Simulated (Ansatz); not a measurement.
Reaction (ligand exchange at a Mg–O bond): `C[O][Mg][O]C` + `O[SiH3]` → `C[O][Mg][O][SiH3]` + CH₃OH

Isolated molecules relaxed with PBE0-D4/def2-TZVP in Ansatz; ΔE leaves out vibrations. CCSD(T)/CBS adds triple-zeta CCSD(T) − MP2 to the extrapolated MP2 energy (def2 sets, frozen cores). This one scheme is used for every species. DFT in def2-TZVPP. For Mg outer-core shells are correlated without core-valence functions, which leaves a few kJ/mol of doubt a bond. Each species was taken in one conformer, which may not be the lowest.

```
    level  ΔE (eV)
r2SCAN-D4    -0.39
  PBE0-D4    -0.39
 BHLYP-D4    -0.41
  ωB97M-V    -0.39
```

Question: What does CCSD(T)/CBS give? (An estimate is asked.)

Answer: Computed: -0.44 eV. The listed levels differ from it by 0.05, 0.05, 0.03, 0.05 eV.

Largest T1 diagnostic among the species: 0.011.

Leaving LDA and LC-ωPBE aside and taking each functional with its dispersion term where it has one, the values, not all of them listed here, spread over 0.06 eV, from B97M-V to BLYP-D4. LDA lies +0.03 eV from PBE without D4. At CCSD(T), def2-SVP lies +0.04 eV from the extrapolated value and def2-TZVPP +0.01 eV.
